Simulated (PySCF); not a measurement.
**Excited states of Zn²⁺ (zinc, charge +2)**

Ground state [Ar] 3d10, ¹S. Calculation: PySCF 2.14, in aug-cc-pVTZ-PP with one added diffuse shell each of s, p, d, f, g type with ECP10MDF (7s7p6d4f3g, 113 functions); scalar relativity through the core potential. Vertical excitation energies in eV without spin-orbit coupling; excited terms of each kind are numbered among those the solver found. Frozen: 3s2 3p6.

```
 term  leading excitation  EOM-EE-CCSD
 1 3D              3d → s        9.734
 1 1D              3d → s       10.258
1 3P°              3d → p       17.100
1 3F°              3d → p       17.428
1 1F°              3d → p       17.675
1 1D°              3d → p       17.992
1 3D°              3d → p       18.009
1 1P°              3d → p       18.239
 2 3D              3d → s       26.769
 1 1G              3d → d       26.877
 2 1D              3d → s       26.905
```

The solver can miss terms. Rydberg members are limited by the diffuse functions of the basis.
